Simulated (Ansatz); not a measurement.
Start from `[F][AlH][SiH2][SiH2][AlH2]` and change one atom or group to get `C[SiH2][SiH2][AlH2]`.

Ansatz, PBE0-D4/def2-TZVP geometries, multiplicity 1. Each molecule was computed in one conformer, which needn't be the lowest. `[F][AlH][SiH2][SiH2][AlH2]` holds a close contact that its SMILES doesn't draw: Al···F 1.96 Å.

| property | `[F][AlH][SiH2][SiH2][AlH2]` |
| --- | --- |
| HOMO energy (ωB97M-V/def2-TZVPP) / eV | -8.89 |
| size of the dipole moment (B3LYP/def2-TZVPP) / D | 3.29 |
| HOMO energy (B3LYP/def2-TZVPP) / eV | -6.75 |
| HOMO–LUMO gap (PBE0/def2-TZVPP) / eV | 4.57 |
| HOMO–LUMO gap (ωB97M-V/def2-TZVPP) / eV | 8.18 |
| HOMO energy (PBE0/def2-TZVPP) / eV | -6.95 |

Question: Give the same properties after the change, and the shifts. (Best estimate.)

Answer: Ansatz gave: 
| property | `C[SiH2][SiH2][AlH2]` | shift |
| --- | --- | --- |
| HOMO energy (ωB97M-V/def2-TZVPP) / eV | -9.20 | -0.31 |
| size of the dipole moment (B3LYP/def2-TZVPP) / D | 0.69 | -2.60 |
| HOMO energy (B3LYP/def2-TZVPP) / eV | -7.08 | -0.33 |
| HOMO–LUMO gap (PBE0/def2-TZVPP) / eV | 5.18 | 0.61 |
| HOMO–LUMO gap (ωB97M-V/def2-TZVPP) / eV | 8.72 | 0.54 |
| HOMO energy (PBE0/def2-TZVPP) / eV | -7.27 | -0.32 |

With PBE0 the HOMO falls by 0.32 eV and the LUMO rises by 0.29 eV, so the gap widens by about 0.61 eV. PBE moves the HOMO by -0.31 eV and ωB97M-V by -0.31 eV. Dipoles are sizes alone; their direction can turn.

B3LYP here is the variant with VWN-RPA as its local correlation; programs differ in this.
